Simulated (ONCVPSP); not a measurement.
# Transferability test, ONCV potential for zinc

ONCVPSP 4.0.1 input, shortened (lines: element, Z, core and valence counts, functional; n l f; lmax; l rc ep ncon nbas qcut; lloc lpopt rc5 dvloc0; l nproj debl; icmod fcfact rcfact), PBE, scalar-relativistic:

```
  Zn 30.00    3    4        4      upf
    1    0    2.00
    2    0    2.00
    2    1    6.00
    3    0    2.00
    3    1    6.00
    3    2   10.00
    4    0    1.00
    2
    0    1.20    0.00    5    9   10.10
    1    0.70    0.00    4    7   12.70
    2    1.45    0.00    3    8   12.70
    4    5    0.50    0.00
    0    2    2.20
    1    2    0.50
    2    2    2.10
    3    2.25    1.88
```

In the p channel the program set the typed energies aside and used -3.421, 0.250 Ha.

Energies are relative to the spin-unpolarised reference configuration 3s2 3p6 3d10 4s1; without spin polarisation the order of configurations can differ from experiment.

Problem. Give the all-electron excitation energy and the error of the potential for: 3s2 3p6 3d10 4s2; 3s2 3p6 3d10 4s0; 3s2 3p6 3d9 4s0; 3s2 3p6 3d9 4s2.

Solution.

| valence configuration | charge | ΔE all-electron (eV) | error AE − PS (meV) |
| --- | --- | --- | --- |
| 3s2 3p6 3d10 4s2 | 0 | -9.889 | +2.6 |
| 3s2 3p6 3d10 4s0 | +2 | 18.443 | +1.0 |
| 3s2 3p6 3d9 4s0 | +3 | 58.976 | +31 |
| 3s2 3p6 3d9 4s2 | +1 | 8.012 | +79 |

Levels in the configuration 3s2 3p6 3d10 4s2:

| level | all-electron (eV) | pseudo (eV) |
| --- | --- | --- |
| 3s | -129.232 | -129.221 |
| 3p | -83.402 | -83.405 |
| 3d | -10.140 | -10.125 |
| 4s | -5.979 | -5.982 |
